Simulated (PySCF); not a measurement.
**Ne²⁺: excitation energy**

Ne²⁺ [He] 2s2 2p4 (3P) → Ne²⁺ [He] 2s2 2p3 3s1 (5S), as a difference of total energies. Computed with PySCF 2.14 in aug-cc-pwCVTZ (7s6p4d2f, 59 functions), with no relativity, point nucleus. Correlated levels: valence: 1s2 frozen; valence and next inner shell: nothing frozen. The calculations carry no spin-orbit coupling.

| method | excitation energy (eV) |
| --- | --- |
| UHF | 37.296 |
| LDA | 38.450 |
| PBE | 38.666 |
| PBE0 | 38.644 |
| r2SCAN | 38.861 |
| MN15 | 39.319 |
| PW91 | 38.785 |
| M06 | 39.255 |
| B2PLYP | 38.626 |
| MP2 (valence) | 38.197 |
| SCS-MP2 (valence) | 38.386 |
| MP2 (valence and next inner shell) | 38.236 |
| SCS-MP2 (valence and next inner shell) | 38.405 |

Q: How much does correlation contribute at MP2 (valence and next inner shell)?

A: 38.236 − (37.296) = 0.940 eV, measured against UHF.

A first-order spin-orbit estimate (lowest level to lowest level, LS coupling) adds 0.037 eV.

The promoted electron is Rydberg-like, and one or two diffuse shells describe it only roughly, which tends to raise the upper state.
